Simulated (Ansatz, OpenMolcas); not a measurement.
HOI (hypoiodous acid): the vertical energy of the triplet above the singlet from total energies

HOI: 3 atoms, total charge 0, spin state singlet. SMILES: `OI`. The shape is that of a PBE0-D4/def2-TZVP optimisation.

```
atom    x (Å)    y (Å)    z (Å)
   O  -0.3762  -0.4676  -0.2534
   I   1.2471   0.1302   0.6970
   H  -0.8709   0.3375  -0.4436
```

Both states at this one shape; open shells run unrestricted unless said. 1 Eh = 27.2114 eV.

| level | program | singlet HOI (Eh) | triplet HOI (Eh) |
| --- | --- | --- | --- |
| BLYP/STO-3G | Ansatz | -6927.388388 | -6927.283477 |
| PBE0/STO-3G | Ansatz | -6927.202001 | -6927.091236 |
| BHLYP/def2-TZVPP (core potential) | OpenMolcas | -373.442781 | -373.357830 |
| HSE06/STO-3G | Ansatz | -6927.224918 | -6927.114161 |

Question: Work out the vertical gap, second state less first, at each level.

Answer: 
1. BLYP/STO-3G: -6927.283477 − (-6927.388388) = 0.104911 Eh = 2.85 eV.
2. PBE0/STO-3G: -6927.091236 − (-6927.202001) = 0.110765 Eh = 3.01 eV.
3. BHLYP/def2-TZVPP (core potential): -373.357830 − (-373.442781) = 0.084951 Eh = 2.31 eV.
4. HSE06/STO-3G: -6927.114161 − (-6927.224918) = 0.110757 Eh = 3.01 eV.

No measured value is set beside it here; the levels span 2.31 to 3.01 eV. Spin-orbit coupling, which splits open shells on such heavy atoms by tenths of an eV, is left out. Minimal sets are far from the basis-set limit. All-electron rows are non-relativistic unless named.
